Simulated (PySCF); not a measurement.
`S=C1C[Se]C[C@H](S)C1`, C5H8S2Se

Geometry (Å), atoms numbered from 1 in this order:
```xyz
16

S     1.5809   -1.6394   -2.0290
C     1.1704   -0.8348   -0.6753
C     2.0352    0.2107   -0.0988
Se    1.1546    1.9582   -0.4864
C    -0.5486    1.4221    0.3381
C    -1.0734    0.1442   -0.2785
S    -2.7409   -0.1747    0.4488
C    -0.1514   -1.0533   -0.0106
H     2.1248    0.1430    0.9879
H     3.0166    0.2445   -0.5706
H    -1.2428    2.2476    0.1711
H    -0.3895    1.3030    1.4127
H    -1.2167    0.2713   -1.3550
H    -3.0912   -1.1122   -0.4270
H    -0.6109   -1.9609   -0.4057
H    -0.0246   -1.1603    1.0708
```

Method used: PySCF, GIAO BHandHLYP/pcSseg-1 magnetisability, rotational g tensor and spin-rotation constants, non-relativistic, gas phase. Geometry: GFN2-xTB.

The calculation is non-relativistic, which matters for the atoms heavier than Zn.

Problem. Give the nuclear spin-rotation constants along the inertial axes (H = +C I·J) beside the isotropic shieldings.

Solution. Rotational constants 1.0760, 0.8166, 0.5000 GHz. A star marks the isotopologue with that one atom substituted, in its own axes.
| atom | isotope | Caa (kHz) | Cbb (kHz) | Ccc (kHz) | mean (kHz) | σ (ppm) |
| --- | --- | --- | --- | --- | --- | --- |
| H9 | 1H | -0.108 | -0.079 | 0.018 | -0.056 | 27.7 |
| H10 | 1H | 0.051 | -0.083 | -0.057 | -0.030 | 28.3 |
| H11 | 1H | -0.091 | -0.023 | -0.037 | -0.051 | 29.3 |
| H12 | 1H | -0.121 | -0.075 | 0.012 | -0.061 | 28.9 |
| H13 | 1H | -0.117 | -0.080 | 0.020 | -0.059 | 28.3 |
| H14 | 1H | -0.130 | -0.007 | -0.042 | -0.059 | 29.6 |
| H15 | 1H | -0.060 | 0.001 | -0.056 | -0.038 | 28.5 |
| H16 | 1H | -0.112 | -0.096 | 0.021 | -0.062 | 28.9 |
| S1 | 33S* | 0.761 | 0.742 | 0.241 | 0.581 | -455.7 |
| C2 | 13C* | 0.862 | 0.430 | 0.145 | 0.479 | -92.9 |
| C3 | 13C* | 0.182 | 0.159 | 0.098 | 0.146 | 138.5 |
| Se4 | 77Se* | 2.156 | 1.462 | 1.020 | 1.546 | 1345.1 |
| C5 | 13C* | 0.191 | 0.132 | 0.088 | 0.137 | 148.7 |
| C6 | 13C* | 0.208 | 0.150 | 0.106 | 0.155 | 132.0 |
| S7 | 33S* | 0.160 | 0.223 | 0.157 | 0.180 | 520.4 |
| C8 | 13C* | 0.198 | 0.191 | 0.118 | 0.169 | 118.6 |

For the geometry as given, no vibrational averaging.

Problem. How do the rotational constants and the g tensor change when H9, H10, H11, H12, H13, H14, H15, H16 are replaced by deuterium?

Solution. Constants 1.0212, 0.7679, 0.4804 GHz; g -0.0144, -0.0134, -0.0095, against -0.0152, -0.0142, -0.0099 before.
